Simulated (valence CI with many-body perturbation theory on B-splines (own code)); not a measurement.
E1 transitions of Gd¹⁵⁺

Computed by relativistic CI+MBPT: three valence electrons over a frozen Dirac-Fock core [Kr] 4d10, radial functions for each j: 7 s, 7 p, 7 d, 7 f, 4 g, 2 h, with the one-electron correlation potential Σ1 (screened to all orders), the two-electron term Σ2, the three-electron term Σ3, Breit, model QED; selected single and double excitations, second order for the rest, scaled by the run's own slope (own B-spline code, finite nucleus).

No measured levels were compared; by estimate terms of the open shell hold to a few per cent of their energy, and close levels can change places; configurations with another count of f electrons can be misplaced by thousands of cm⁻¹.

Lines 101 to 150 of 510 in falling wavelength, among levels below 742350 cm⁻¹, chosen from the strongest by gf and those to the six lowest levels. Wavelengths and rates use the calculated energies, so an error of 2000 cm⁻¹ moves a line at 341.2 Å by 0.68 % and its rate by three times that or more. Electric multipoles are in the length gauge, E1 and E2 with the static RPA response of the core. Weak lines are less certain than strong ones. Lines between different terms over intervals too small for the method are left out, as are lines whose strength nearly cancels. Where a level lies close to another of its J and parity, the split of strength between their lines is uncertain.

Names give the largest LS component (configuration and term), which can be under half, so a name can repeat, a term be missing and a line seem to break the LS rules; names also repeat where a configuration has a term twice. Letters in brackets count levels of one name in rising energy.

| λ vac (Å) | Upper | Lower | A (s⁻¹) | S (a.u.) with core polarisation | S without |
| --- | --- | --- | --- | --- | --- |
| 341.2 | 4f2.5p 2D°_3/2 [c] | 4f2.5s 2P_1/2 | 1.01e+10 | 7.94e-01 | 1.02e+00 |
| 341.0 | 4f2.5p 2G°_9/2 [b] | 4f2.5s 2G_7/2 | 6.15e+09 | 1.20e+00 | 1.55e+00 |
| 341.0 | 4f2.5p 2H°_11/2 [a] | 4f2.5s 2G_9/2 | 1.43e+10 | 3.35e+00 | 4.32e+00 |
| 340.9 | 4f2.5p 4P°_3/2 | 4f2.5s 4P_1/2 | 7.24e+09 | 5.66e-01 | 7.31e-01 |
| 340.2 | 4f2.5p 2F°_5/2 [c] | 4f2.5s 2F_5/2 | 8.24e+09 | 9.61e-01 | 1.24e+00 |
| 340.2 | 4f2.5p 4F°_9/2 | 4f2.5s 4F_9/2 | 2.76e+09 | 5.36e-01 | 6.92e-01 |
| 340.1 | 4f2.5p 4F°_5/2 [b] | 4f2.5s 4F_5/2 | 7.89e+09 | 9.19e-01 | 1.18e+00 |
| 340.1 | 4f2.5p 2F°_7/2 [b] | 4f2.5s 2F_7/2 | 9.37e+09 | 1.45e+00 | 1.87e+00 |
| 340.0 | 4f2.5p 4I°_15/2 | 4f2.5s 4H_13/2 | 1.60e+10 | 4.96e+00 | 6.39e+00 |
| 339.5 | 4f2.5p 4D°_7/2 [b] | 4f2.5s 4P_5/2 | 1.45e+10 | 2.24e+00 | 2.89e+00 |
| 339.3 | 4f2.5p 2G°_7/2 | 4f2.5s 2F_5/2 | 4.78e+09 | 7.37e-01 | 9.47e-01 |
| 339.3 | 4f2.5p 2D°_5/2 [c] | 4f2.5s 2P_3/2 | 6.60e+09 | 7.64e-01 | 9.83e-01 |
| 339.0 | 4f.5p2 2G°_7/2 | 4f.5s.5p 2F_7/2 [a] | 3.14e+09 | 4.83e-01 | 6.29e-01 |
| 338.8 | 4f2.5p 4F°_7/2 | 4f2.5s 4F_5/2 | 4.82e+09 | 7.41e-01 | 9.55e-01 |
| 338.8 | 4f2.5p 4D°_1/2 [b] | 4f2.5s 4F_3/2 | 1.22e+10 | 4.67e-01 | 6.02e-01 |
| 338.7 | 4f2.5p 2P°_3/2 [c] | 4f2.5s 2S_1/2 | 1.53e+10 | 1.17e+00 | 1.51e+00 |
| 338.3 | 4f2.5p 4G°_9/2 [b] | 4f2.5s 4F_9/2 | 2.77e+09 | 5.30e-01 | 6.83e-01 |
| 338.1 | 4f2.5p 2F°_7/2 [c] | 4f2.5s 2D_5/2 | 1.32e+10 | 2.02e+00 | 2.60e+00 |
| 337.9 | 4f2.5p 4F°_9/2 | 4f2.5s 4F_7/2 | 7.91e+09 | 1.51e+00 | 1.94e+00 |
| 337.9 | 4f.5p2 2F°_7/2 [b] | 4f.5s.5p 2G_7/2 [a] | 3.63e+09 | 5.53e-01 | 7.21e-01 |
| 337.8 | 4f2.5p 4F°_5/2 [b] | 4f2.5s 4F_3/2 | 4.21e+09 | 4.80e-01 | 6.19e-01 |
| 337.5 | 4f.5p2 4G°_9/2 | 4f.5s.5p 4F_9/2 | 2.14e+09 | 4.06e-01 | 5.30e-01 |
| 337.3 | 4f2.5p 2G°_9/2 [c] | 4f2.5s 2F_7/2 | 3.97e+09 | 7.52e-01 | 9.66e-01 |
| 336.7 | 4f2.5p 4F°_9/2 | 4f2.5s 2H_9/2 | 3.48e+09 | 6.55e-01 | 8.44e-01 |
| 336.6 | 4f.5p2 4D°_5/2 | 4f.5s.5p 2F_5/2 [a] | 3.58e+09 | 4.04e-01 | 5.25e-01 |
| 336.5 | 4f.5p2 4G°_5/2 [b] | 4f.5s.5p 4F_3/2 | 4.21e+09 | 4.75e-01 | 6.19e-01 |
| 336.0 | 4f2.5p 4G°_11/2 [c] | 4f2.5s 4F_9/2 | 7.95e+09 | 1.79e+00 | 2.30e+00 |
| 334.6 | 4f2.5p 2F°_5/2 [b] | 4f2.5s 4F_7/2 | 5.28e+09 | 5.86e-01 | 7.55e-01 |
| 334.6 | 4f2.5p 4D°_5/2 | 4f2.5s 4P_3/2 | 1.33e+10 | 1.48e+00 | 1.90e+00 |
| 334.4 | 4f2.5p 2I°_11/2 [b] | 4f2.5s 4H_11/2 | 2.73e+09 | 6.04e-01 | 7.79e-01 |
| 334.2 | 4f2.5p 2K°_15/2 | 4f2.5s 2I_13/2 | 1.65e+10 | 4.85e+00 | 6.24e+00 |
| 334.2 | 4f2.5p 4D°_3/2 [b] | 4f2.5s 4F_5/2 | 6.47e+09 | 4.77e-01 | 6.15e-01 |
| 334.0 | 4f2.5p 2I°_13/2 [a] | 4f2.5s 4H_13/2 | 4.60e+09 | 1.19e+00 | 1.53e+00 |
| 333.6 | 4f2.5p 4G°_7/2 [c] | 4f2.5s 4F_5/2 | 5.57e+09 | 8.17e-01 | 1.05e+00 |
| 333.3 | 4f2.5p 2P°_3/2 [b] | 4f2.5s 2P_3/2 | 1.29e+10 | 9.42e-01 | 1.21e+00 |
| 332.8 | 4f.5p2 2G°_9/2 | 4f.5s.5p 2G_7/2 [a] | 3.84e+09 | 6.99e-01 | 9.08e-01 |
| 332.6 | 4f2.5p 2D°_5/2 [b] | 4f2.5s 2D_3/2 | 7.31e+09 | 7.96e-01 | 1.02e+00 |
| 332.5 | 4f2.5p 4G°_5/2 [b] | 4f2.5s 4H_7/2 | 1.41e+10 | 1.54e+00 | 1.98e+00 |
| 332.3 | 4f.5p2 4D°_7/2 | 4f.5s.5p 4F_5/2 [a] | 6.34e+09 | 9.19e-01 | 1.20e+00 |
| 332.1 | 4f2.5p 2F°_5/2 [d] | 4f2.5s 2G_7/2 | 4.71e+09 | 5.11e-01 | 6.59e-01 |
| 331.7 | 4f2.5p 2D°_5/2 [b] | 4f2.5s 2D_5/2 | 7.65e+09 | 8.26e-01 | 1.06e+00 |
| 331.5 | 4f2.5p 4G°_11/2 [c] | 4f2.5s 4H_13/2 | 2.97e+09 | 6.41e-01 | 8.25e-01 |
| 329.5 | 4f2.5p 4G°_7/2 [b] | 4f2.5s 4H_9/2 | 4.47e+09 | 6.32e-01 | 8.14e-01 |
| 329.0 | 4f2.5p 2D°_5/2 [c] | 4f2.5s 4P_5/2 | 7.12e+09 | 7.51e-01 | 9.67e-01 |
| 328.9 | 4f.5p2 2F°_7/2 [c] | 4f.5s.5p 2F_5/2 [a] | 7.26e+09 | 1.02e+00 | 1.32e+00 |
| 328.9 | 4f2.5p 2I°_11/2 [b] | 4f2.5s 4H_9/2 | 3.08e+09 | 6.48e-01 | 8.32e-01 |
| 328.6 | 4f.5p2 2F°_7/2 [b] | 4f.5s.5p 4F_9/2 | 4.16e+09 | 5.83e-01 | 7.59e-01 |
| 328.4 | 4f2.5p 2G°_7/2 | 4f2.5s 2H_9/2 | 4.10e+09 | 5.74e-01 | 7.38e-01 |
| 328.3 | 4f.5s.5p 2F_7/2 [c] | 4f.5s2 2F°_7/2 | 1.67e+10 | 2.33e+00 | 3.03e+00 |
| 328.0 | 4f2.5p 2I°_13/2 [a] | 4f2.5s 4H_11/2 | 2.52e+09 | 6.14e-01 | 7.89e-01 |
